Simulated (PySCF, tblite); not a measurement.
Dissociation curve of H3FSi, SMILES F[SiH3], singlet. The Si1–H5 bond (Si1 also carries F, H, H; H5 carries nothing else) is varied alone, starting from the PBE0/def2-TZVP optimised geometry. Each curve is given relative to its own lowest point near equilibrium.

```
R / Å      A      B      C
-----  -----  -----  -----
1.20   122.9  128.0  127.1
1.26    71.3   76.0   61.0
1.32    36.4   40.4   23.9
1.40     9.8   12.4    2.5
1.42     6.0    8.2    0.6
1.48     0.1    1.0    0.0
1.52     0.0    0.0    3.0
1.57     3.4    2.1    9.2
1.65    15.2   11.7   23.0
1.72    30.2   24.7   37.5
1.83    59.5   50.7   62.8
2.02   118.3  103.8  112.4
2.22   182.3  162.2  167.6
2.47   257.6  230.9  234.1
2.66   308.8  277.5  279.5
2.94   372.7  336.0  336.0
3.29   432.3  393.1  387.8
3.67   472.0  438.1  423.1
4.02   487.3  467.3  441.4
4.48   481.0  492.5      —
5.20   430.4  512.5      —
```

Energies in kJ/mol.

### Question
Which curve belongs to which method? The methods are GFN2-xTB, 300 K electronic temperature (tblite 0.5.0); restricted LDA (SVWN5)/6-31G (PySCF); PySCF 2.14.0 with MP2 on RHF/6-31G, 6 core orbitals frozen.

### Answer
A is RMP2; B is RKS-LDA (SVWN5); C is GFN2-xTB.

Dashes: no converged value, or the column stops at the first point that the program doubted or that broke a chosen test of continuity, which isn't proof of a fault.

The restricted form behind RKS-LDA (SVWN5), RMP2 keeps the bonding electrons paired and can't separate into open-shell fragments. The T1 diagnostic of CCSD on the restricted reference of RMP2 exceeds 0.045 at 4.48 to 5.20 Å.
